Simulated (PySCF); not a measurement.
C5H6N2Si.
SMILES: `C#Cc1nccn1[SiH3]`

The closed-shell ground state was solved at several levels (PySCF, density fitting, gas phase, non-relativistic). Geometry: PBE0-D3(BJ)/def2-SVP; no solvent, vibrations or thermal averaging.

```csv
level,basis functions,HOMO (eV),LUMO (eV),gap (eV),dipole (D)
B3LYP/def2-SVPD,212,-6.40,-1.07,5.33,3.54
wB97X-D/pcSseg-1,173,-8.34,0.89,9.23,3.82
```

Question: What might PBE0/pcSseg-1 (173 basis functions) give for the same quantities?

Answer: HOMO -6.60 eV, LUMO -0.82 eV, gap 5.78 eV, dipole 3.75 D.

Question: Over all these levels, which gives the widest orbital gap and which the narrowest?

Answer: wB97X-D/pcSseg-1 (range-separated hybrid) has the widest, 9.23 eV, and B3LYP/def2-SVPD (global hybrid, 20 % exact exchange) the narrowest, 5.33 eV. Functional and basis both differ between the two, so the spread mixes both effects.

Question: How far do the dipole and the HOMO energy spread over the levels?

Answer: The dipole runs from 3.54 to 3.82 D (mean 3.70 D) and the HOMO from -8.34 to -6.40 eV.
